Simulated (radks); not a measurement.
Effect of the nuclear size on neutral silver, [Kr] 4d10 5s1. Calculated with a radial shooting solver on a logarithmic mesh with Libxc functionals: Dirac Kohn-Sham, PBE, spin-unpolarised, spherical densities, finite nucleus; Fermi nuclear charge, rms radius 4.5454 fm. The rms radius is varied about that value; shifts are against it.

| rms radius (fm) | total energy shift (eV) | density at nucleus (e/bohr^3) | 1s1/2 shift (meV) | 2s1/2 shift (meV) | 3p1/2 shift (meV) | 4s1/2 shift (meV) | 4p1/2 shift (meV) | 5s1/2 shift (meV) |
|---|---|---|---|---|---|---|---|---|
| 3.7409 | -0.916 | 1.496e+05 | -385 | -43.1 | 0.484 | -1.50 | 0.090 | -0.078 |
| 4.359 | -0.226 | 1.465e+05 | -95.0 | -10.6 | 0.119 | -0.369 | 0.022 | -0.019 |
| 4.5454 | 0 | 1.457e+05 | 0.000 | 0.000 | 0.000 | 0.000 | 0.000 | 0.000 |
| 4.9954 | 0.579 | 1.439e+05 | 244 | 27.2 | -0.306 | 0.947 | -0.057 | 0.050 |
| 5.1863 | 0.839 | 1.431e+05 | 353 | 39.5 | -0.443 | 1.37 | -0.082 | 0.072 |

Slopes of the eigenvalues against <r^2> in GHz/fm^2, as finite differences over the two radii next to the reference (eigenvalue slopes, not the field-shift constants of lines): 1s1/2 13800, 2s1/2 1540, 3p1/2 -17.3, 4s1/2 53.5, 4p1/2 -3.20, 5s1/2 2.80.
